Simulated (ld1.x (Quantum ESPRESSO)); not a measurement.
**Os (Z = 76): excitation energies, all-electron against TM semilocal**

```json
{
  "Element": "osmium (Os)",
  "Generator": "ld1.x (Quantum ESPRESSO) 7.5",
  "Type": "norm-conserving Troullier–Martins (semilocal form)",
  "Functional": "LDA (PZ)",
  "Relativity": "scalar-relativistic",
  "Frozen core": "[Xe] 4f14",
  "Valence charge": "8",
  "Reference configuration": "5d6 6s2 6p0",
  "Partial waves": "6s (bound): rc 2.15 bohr; 6p (bound, empty): rc 3.65 bohr; 5d (bound): rc 2.05 bohr",
  "Local potential": "the d channel",
  "Core correction": "Bessel-smoothed model core inside 0.90 bohr"
}
```

Energies are relative to the spin-unpolarised reference configuration 5d6 6s2 6p0; without spin polarisation the order of configurations can differ from experiment. Spin-polarised rows fill each open shell by Hund’s rule, majority spin first.

Problem. Give the all-electron excitation energy and the error of the potential for: 5d6 6s1 6p0; 5d6 6s0 6p0; 5d5 6s0 6p0; 5d6 6s0 6p1; 5d6 6s1.5 6p0; 5d5 6s2 6p0; 5d4 6s0 6p0; 5d6 6s2 6p0 (spin-polarised); 5d6 6s1 6p0 (spin-polarised).

Solution.

```json
{"valence configuration": "5d6 6s1 6p0", "charge": "+1", "ΔE all-electron (eV)": "9.864", "error AE − PS (meV)": "-9.3"}
{"valence configuration": "5d6 6s0 6p0", "charge": "+2", "ΔE all-electron (eV)": "27.147", "error AE − PS (meV)": "-41"}
{"valence configuration": "5d5 6s0 6p0", "charge": "+3", "ΔE all-electron (eV)": "56.302", "error AE − PS (meV)": "-83"}
{"valence configuration": "5d6 6s0 6p1", "charge": "+1", "ΔE all-electron (eV)": "16.111", "error AE − PS (meV)": "-4.8"}
{"valence configuration": "5d6 6s1.5 6p0", "charge": "+0.5", "ΔE all-electron (eV)": "4.045", "error AE − PS (meV)": "-2.7"}
{"valence configuration": "5d5 6s2 6p0", "charge": "+1", "ΔE all-electron (eV)": "11.304", "error AE − PS (meV)": "-32"}
{"valence configuration": "5d4 6s0 6p0", "charge": "+4", "ΔE all-electron (eV)": "98.096", "error AE − PS (meV)": "-370"}
{"valence configuration": "5d6 6s2 6p0 (spin-polarised)", "charge": "0", "ΔE all-electron (eV)": "-2.020", "error AE − PS (meV)": "+0.8"}
{"valence configuration": "5d6 6s1 6p0 (spin-polarised)", "charge": "+1", "ΔE all-electron (eV)": "6.898", "error AE − PS (meV)": "+27"}
```

Levels in the configuration 5d6 6s1 6p0 (spin-polarised):

```json
{"level": "5d up", "all-electron (eV)": "-15.312", "pseudo (eV)": "-15.293"}
{"level": "6s up", "all-electron (eV)": "-14.192", "pseudo (eV)": "-14.233"}
{"level": "5d down", "all-electron (eV)": "-12.777", "pseudo (eV)": "-12.743"}
```
